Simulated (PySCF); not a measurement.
Species: C2H10Ge2OSi.
Atom-mapped SMILES: `[CH2:1]=[CH:2][GeH2:3][GeH2:4][O:5][SiH3:6]` (hydrogens: H7, H8 on C1; H9 on C2; H10, H11 on Ge3; H12, H13 on Ge4; H14, H15, H16 on Si6)

Theory: core-valence-separated Tamm–Dancoff BHandHLYP/aug-pcX-1 (pcseg-1 on H, def2-SVPD on Si, def2-SVPD on Ge) in PySCF, non-relativistic, gas phase, PBE0-D3(BJ)/def2-SVP geometry.

Computed carbon K-edge spectrum, Gaussian lines of 0.5 eV full width, highest printed point 100; it ends one width below the last computed root. The energies are unshifted.

photon energy (eV), absorption and a bar:
```
    281.7          1 
    281.8          2 #
    281.9          7 ##
    282.0         19 ######
    282.1         39 ############
    282.2         67 ####################
    282.3         91 ###########################
    282.4        100 ##############################
    282.5         89 ###########################
    282.6         63 ###################
    282.7         36 ###########
    282.8         17 #####
    282.9          6 ##
    283.0          2 #
    283.1          0 
    283.2          0 
    283.3          0 
    283.4          0 
    283.5          0 
    283.6          0 
    283.7          0 
    283.8          0 
    283.9          0 
    284.0          0 
    284.1          0 
    284.2          0 
    284.3          0 
    284.4          0 
    284.5          0 
    284.6          0 
    284.7          0 
    284.8          0 
    284.9          0 
    285.0          1 
    285.1          2 
    285.2          4 #
    285.3          8 ##
    285.4         14 ####
    285.5         19 ######
    285.6         22 #######
    285.7         24 #######
    285.8         27 ########
    285.9         31 #########
    286.0         33 ##########
    286.1         34 ##########
    286.2         33 ##########
    286.3         31 #########
    286.4         28 ########
    286.5         23 #######
    286.6         16 #####
    286.7         11 ###
    286.8          8 ###
    286.9          7 ##
    287.0          7 ##
```

Problem. Where are the maxima, and which lines make them up?

Solution. 2 maxima:
- 282.4 eV: C2 (alkene CH carbon), 282.43 eV, f = 0.062, 1s→π*, 52 % of the height at the exact maximum; C1 (terminal =CH2 carbon), 282.36 eV, f = 0.057, 1s→π*, 48 % of the height at the exact maximum
- 286.1 eV: C1 + C2 (terminal =CH2 carbon and alkene CH carbon), 286.00 eV, f = 0.031, sum of 2, 70 % of the height at the exact maximum; C1 (terminal =CH2 carbon), 286.37 eV, f = 0.027, 27 % of the height at the exact maximum

Further lines of some strength in the range: C2, 285.56 eV, f = 0.021.

Roots within 0.03 eV on the same or equivalent atoms count as one line; shares under 12 % aren't listed.

Vibrational structure and lifetime widths aren't in the curve. The ionisation threshold wasn't computed; near and above it a finite basis only mimics Rydberg series and continuum. Relativistic effects, spin–orbit coupling among them, are left out although an element past zinc is present.

Rough CPU time on one thread of a shared machine: about 50 s.

The values belong to the conformer `[CH2:1]=[CH:2][GeH2:3][GeH2:4][O:5][SiH3:6]`: C1–C2–Ge3–Ge4 -18°, C2–Ge3–Ge4–O5 -59°, Ge3–Ge4–O5–Si6 17°.
